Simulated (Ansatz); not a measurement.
CH5F2NSi2 (`N=C(F)[SiH](F)[SiH3]`). The species carries charge 0 and has multiplicity 1.

| atom | x (Å) | y (Å) | z (Å) |
| --- | --- | --- | --- |
| N1 | -0.0190 | -1.8332 | 0.7748 |
| C2 | -0.9813 | -1.2068 | 0.2837 |
| F3 | -2.2505 | -1.6749 | 0.3277 |
| Si4 | -0.7055 | 0.4381 | -0.6184 |
| F5 | -1.8641 | 1.4486 | -0.1683 |
| Si6 | 1.4143 | 1.2188 | -0.0168 |
| H7 | -0.2898 | -2.7271 | 1.1889 |
| H8 | -0.8775 | 0.1808 | -2.0711 |
| H9 | 1.5226 | 1.2807 | 1.4620 |
| H10 | 1.6152 | 2.5776 | -0.5876 |
| H11 | 2.4357 | 0.2975 | -0.5749 |

Q: Give the diagnostics of a CCSD(T)/def2-TZVPP run (frozen core, Ansatz). (Best estimate.)

A: Computed: T1 = 0.0140, largest single amplitude 0.016, largest double 0.030, (T) share of the correlation energy 3.6 %, 9 CCSD cycles. The RHF solution is stable towards an unrestricted one. T1 lies under the customary mark of 0.02 for closed shells.
